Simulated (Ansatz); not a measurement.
BClFHS (`FB(S)Cl`) at its PBE0-D4/def2-TZVP geometry, where that method's forces vanish. Charge 0, multiplicity 1.

```xyz
5

F    -1.3668   -0.5222    0.0124
B    -0.1770   -0.1230    0.4169
S     1.0540    0.4991   -0.7294
Cl    0.2054   -0.2050    2.1217
H     0.2844    0.3511   -1.8216
```

(1) What forces (eV/Å) does PBE-D4/def2-TZVPP give on these atoms in Ansatz 0.2.0? (Estimate.)

## Answers

(1) The calculation gave: 
```
F1  -0.612 -0.206 -0.208
B2   0.325  0.114  0.077
S3   0.352  0.125  0.064
Cl4  0.088 -0.004  0.281
H5  -0.152 -0.029 -0.214
```
